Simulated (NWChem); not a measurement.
Everything below was run with NWChem. System: iodoethane (C₂H₅I), charge 0, spin multiplicity 1, at a geometry optimised with B3LYP/def2-SVP with def2 effective core potentials on I. Level: MP2/def2-TZVP with def2 effective core potentials on I, 6 core orbitals frozen.

Job file:

```
start mol
memory heap 200 mb stack 900 mb global 1100 mb
geometry units angstroms nocenter noautoz
  C      2.449903     0.388848     0.000000
  C      1.121057     1.117352     0.000000
  I     -0.599613    -0.248089     0.000000
  H      2.568305    -0.245375     0.891367
  H      3.268701     1.130597     0.000000
  H      2.568305    -0.245375    -0.891367
  H      0.974204     1.735840     0.894236
  H      0.974204     1.735840    -0.894236
  symmetry group Cs
end
basis spherical
  * library def2-tzvp
end
ecp
  I library def2-ecp
end
scf
  rhf
  nopen 0
  maxiter 100
  thresh 1e-7
  semidirect memsize 60000000 filesize 0
end
mp2
  freeze core 6
end
task mp2 energy
```

NWChem printed:

```
             Northwest Computational Chemistry Package (NWChem) 7.3.0
             --------------------------------------------------------

                                NWChem Input Module
                                -------------------

 Scaling coordinates for geometry "geometry" by  1.889725989
 (inverse scale =  0.529177249)

 Turning off AUTOSYM since
 SYMMETRY directive was detected!

                             Geometry "geometry" -> ""
                             -------------------------

 Output coordinates in angstroms (scale by  1.889725989 to convert to a.u.)

  No.       Tag          Charge          X              Y              Z
 ---- ---------------- ---------- -------------- -------------- --------------
    1 C                    6.0000     2.44990300     0.38884800     0.00000000
    2 C                    6.0000     1.12105700     1.11735200     0.00000000
    3 I                   53.0000    -0.59961300    -0.24808900     0.00000000
    4 H                    1.0000     2.56830500    -0.24537500     0.89136700
    5 H                    1.0000     3.26870100     1.13059700     0.00000000
    6 H                    1.0000     2.56830500    -0.24537500    -0.89136700
    7 H                    1.0000     0.97420400     1.73584000     0.89423600
    8 H                    1.0000     0.97420400     1.73584000    -0.89423600

 Effective nuclear repulsion energy (a.u.)     212.0428958484

            Nuclear Dipole moment (a.u.)
            ----------------------------
        X                 Y               Z
 ---------------- ---------------- ----------------
    -0.0000188973     0.0000188973     0.0000000000

      Symmetry information
      --------------------

 Group name             Cs
 Group number              2
 Group order               2
 No. of unique centers     6

      Symmetry unique atoms

     1    2    3    4    5    7


 Summary of "ao basis" -> "" (spherical)
 ------------------------------------------------------------------------------
       Tag                 Description            Shells   Functions and Types
 ---------------- ------------------------------  ------  ---------------------
 *                         def2-tzvp                  on all atoms

 Summary of "ao basis" -> "ao basis" (spherical)
 ------------------------------------------------------------------------------
       Tag                 Description            Shells   Functions and Types
 ---------------- ------------------------------  ------  ---------------------
 C                         def2-tzvp                11       31   5s3p2d1f
 I                         def2-tzvp                16       50   6s5p3d2f
 H                         def2-tzvp                 4        6   3s1p

                                 NWChem SCF Module
                                 -----------------

  ao basis        = "ao basis"
  functions       =   142
  atoms           =     8
  closed shells   =    21
  open shells     =     0
  charge          =   0.00
  wavefunction    = RHF
  use symmetry    = T
  symmetry adapt  = T

 Summary of "ao basis" -> "ao basis" (spherical)
 ------------------------------------------------------------------------------
       Tag                 Description            Shells   Functions and Types
 ---------------- ------------------------------  ------  ---------------------
 C                         def2-tzvp                11       31   5s3p2d1f
 I                         def2-tzvp                16       50   6s5p3d2f
[...]
 Vector   23  Occ=0.000000D+00  E= 1.421372D-01  Symmetry=a'
              MO Center=  2.2D+00,  6.9D-01,  3.4D-13, r^2= 8.3D+00
   Bfn.  Coefficient  Atom+Function         Bfn.  Coefficient  Atom+Function
  ----- ------------  ---------------      ----- ------------  ---------------
     5      5.329629  1 C  s                121     -2.114188  5 H  s
   115     -1.679533  4 H  s                127     -1.679533  6 H  s
   133     -1.201688  7 H  s                139     -1.201688  8 H  s
    44      1.085827  2 C  py                 4     -0.583388  1 C  s
    81      0.496236  3 I  px                43     -0.402601  2 C  px

 Vector   24  Occ=0.000000D+00  E= 1.768322D-01  Symmetry=a'
              MO Center=  1.5D+00,  9.3D-01,  2.0D-15, r^2= 8.4D+00
   Bfn.  Coefficient  Atom+Function         Bfn.  Coefficient  Atom+Function
  ----- ------------  ---------------      ----- ------------  ---------------
    36     -6.230077  2 C  s                  5      5.849736  1 C  s
   133      2.094921  7 H  s                139      2.094921  8 H  s
   115     -1.571935  4 H  s                127     -1.571935  6 H  s
    12     -1.222177  1 C  px                43     -1.060341  2 C  px
   121     -0.473860  5 H  s                 81     -0.320230  3 I  px

 center of mass
 --------------
 x =  -0.27635688 y =  -0.11227015 z =   0.00000000

 moments of inertia (a.u.)
 ------------------
         124.103759406323        -178.011881847409           0.000000000000
        -178.011881847409         566.319683803279           0.000000000000
           0.000000000000           0.000000000000         667.473388274140

  Mulliken analysis of the total density
  --------------------------------------

    Atom       Charge   Shell Charges
 -----------   ------   -------------------------------------------------------
    1 C    6     6.30   0.85  1.12  0.47  0.67  0.08  1.25  1.40  0.37  0.02  0.06  0.00
    2 C    6     6.17   0.85  1.12  0.48  0.72 -0.00  1.17  1.41  0.30  0.02  0.09  0.01
    3 I   25    25.15   0.19 -0.77  1.58  1.01  1.08  0.86 -0.49  6.45  1.33  2.79  1.07  9.23  0.76  0.05  0.01  0.00
    4 H    1     0.88   0.26  0.49  0.10  0.02
    5 H    1     0.89   0.26  0.49  0.11  0.02
    6 H    1     0.88   0.26  0.49  0.10  0.02
    7 H    1     0.87   0.26  0.48  0.10  0.02
    8 H    1     0.87   0.26  0.48  0.10  0.02

       Multipole analysis of the density wrt the origin
       ------------------------------------------------

     L   x y z        total         open         nuclear
     -   - - -        -----         ----         -------
     0   0 0 0      0.000000      0.000000     42.000000

     1   1 0 0      0.788677      0.000000     31.726901
     1   0 1 0      0.525887      0.000000     13.126985
     1   0 0 1      0.000000      0.000000      0.000000

     2   2 0 0    -28.760237      0.000000    279.671791
     2   1 1 0      1.852137      0.000000     81.305200
     2   1 0 1      0.000000      0.000000      0.000000
     2   0 2 0    -29.476250      0.000000     61.999825
     2   0 1 1      0.000000      0.000000      0.000000
     2   0 0 2    -30.918542      0.000000     11.385933

                   NWChem MP2 Semi-direct Energy/Gradient Module
                   ---------------------------------------------

  Basis functions       =    142
  Molecular orbitals    =    142
  Frozen core           =      6
  Frozen virtuals       =      0
  Active alpha occupied =     15
  Active beta occupied  =     15
  Active alpha virtual  =    121
  Active beta virtual   =    121
  Use MO symmetry       = T
  Use skeleton AO sym   = T

  AO/Fock/Back tols     =   1.0D-09  1.0D-09  1.0D-09

 GA uses MA = F    GA memory limited = T

 Available:
  local mem=  1.26D+08
 global mem=  1.44D+08
 local disk=  0.00D+00
  mp2_memr nvloc                   121
  nvloc new                   121
   1 passes of  15:        5242880                     131848                  61053375.
   1 passes of  15: M    126138036           G      144138872           F     120895156.

 Semi-direct pass number   1 of   1  for RHF alpha+beta  at       11.3s
  vrange nnbf                  9888
  mp2_eaftype                   232  avail_ma_in_mb                  1099
 EAF : mp2_eaftype filesize         232   30526688.
  mp2_eaf for mointskh                    232
Node 0 wrote    143.6 Mb in      0.1 s     Agg I/O rate:  1986.3 Mb/s
 Done moints_semi at       24.2s
  mp2_eaftype                   232  avail_ma_in_mb                   867
 EAF : mp2_eaftype filesize         232   30526688.
  mp2_eaf for kh                   232
 Done maket at       24.8s
 Done multipass loop at       24.8s

          -------------------------------------------
          SCF energy                -375.336441950552
          Correlation energy          -0.842471246029
          Singlet pairs               -0.454000789392
          Triplet pairs               -0.388470456637
          Total MP2 energy          -376.178913196581
          -------------------------------------------

          ---------------------------------------------------
                    Spin Component Scaled (SCS) MP2
          Same spin pairs                     -0.258980304424
          Same spin scaling factor             0.333333333333
          Opposite spin pairs                 -0.583490941604
          Opposite spin scaling fact.          1.200000000000
          SCS-MP2 correlation energy          -0.786515898067
          Total SCS-MP2 energy              -376.122957848619
          ---------------------------------------------------

 -----------------------
 Performance information
 -----------------------

 Timer overhead =  1.61D-07 seconds/call

               Nr. of calls         CPU time (s)                 Wall time (s)                GFlops
             ---------------    -------------------     ------------------------------   -------------------
Name         Min   Avg   Max    Min     Avg     Max     Min     Avg     Max   Mx/calls   Min     Max     Sum
mp2: moin     1     1     1    13.     13.     13.      13.     13.     13.     13.      0.0     0.0     0.0
mp2: make     1     1     1   0.59    0.59    0.59     0.59    0.59    0.59    0.59      0.0     0.0     0.0
mp2: tota     1     1     1    14.     14.     14.      14.     14.     14.     14.      0.0     0.0     0.0

 The average no. of pstat calls per process was 3.00D+00
 with a timing overhead of 4.84D-07s

 Task  times  cpu:       24.8s     wall:       24.8s

 Total times  cpu:       24.8s     wall:       24.8s
```
